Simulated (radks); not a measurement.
The numbers below are computed, except where a source is named.
Os+, configuration [Xe] 4f14 5d5 6s2 (not the ground configuration).

Level of theory: Dirac Kohn-Sham, PBEsol, spin-unpolarised, spherical densities, finite nucleus; open shells are shared between the two j in proportion to 2j + 1; Fermi nuclear charge, rms radius 5.4126 fm (a radial shooting solver on a logarithmic mesh with Libxc functionals).

Energy parts (hartree):
| part | energy |
|---|---|
| total | -17273.2413 |
| kinetic | 19595.3434 |
| electron-nucleus | -43247.0043 |
| Hartree | 6713.8432 |
| exchange-correlation | -335.4236 |

Orbitals (lengths in bohr, moments of r in powers of bohr; <r^-3> diverges for s and p1/2; r(max) is where P^2 peaks):
orbital,occ.,eigenvalue (hartree),r(max),<1/r>,<r^-3>,small-component weight
1s1/2,2,-2709.155,0.01103,90.38,-,8.25e-02
2s1/2,2,-471.8675,0.06362,22.08,-,1.88e-02
2p1/2,2,-451.9429,0.04711,22.05,-,1.89e-02
2p3/2,4,-395.7064,0.05416,18.31,17910,1.69e-02
3s1/2,2,-110.1098,0.1791,8.107,-,6.22e-03
3p1/2,2,-101.1663,0.1674,8.025,-,6.17e-03
3p3/2,4,-88.90422,0.1819,7.053,4095,5.61e-03
3d3/2,4,-73.86764,0.1421,6.950,711.2,5.50e-03
3d5/2,6,-71.21039,0.1461,6.724,599.0,5.34e-03
4s1/2,2,-23.54596,0.4054,3.418,-,2.07e-03
4p1/2,2,-19.78930,0.4044,3.308,-,1.98e-03
4p3/2,4,-16.90574,0.4345,2.970,964.0,1.77e-03
4d3/2,4,-10.72903,0.4295,2.760,148.1,1.57e-03
4d5/2,6,-10.19485,0.4390,2.680,122.0,1.51e-03
4f5/2,6,-2.37456,0.4030,2.258,23.62,1.12e-03
4f7/2,8,-2.27138,0.4078,2.226,22.48,1.10e-03
5s1/2,2,-3.76236,0.9139,1.352,-,4.90e-04
5p1/2,2,-2.59843,0.9729,1.226,-,4.12e-04
5p3/2,4,-2.14279,1.054,1.105,149.7,3.52e-04
5d3/2,2,-0.62273,1.314,0.7865,12.32,1.83e-04
5d5/2,3,-0.57974,1.354,0.7578,9.814,1.71e-04
6s1/2,2,-0.52286,2.353,0.4719,-,7.11e-05

The highest occupied level is 6s1/2 at -14.228 eV. The density falls to 0.001 e/bohr^3 at r = 4.27 bohr. Summed over all electrons, <r^2> = 55.63 bohr^2, which gives a Langevin (diamagnetic) susceptibility term of -44.1 x 10^-6 cm^3/mol.
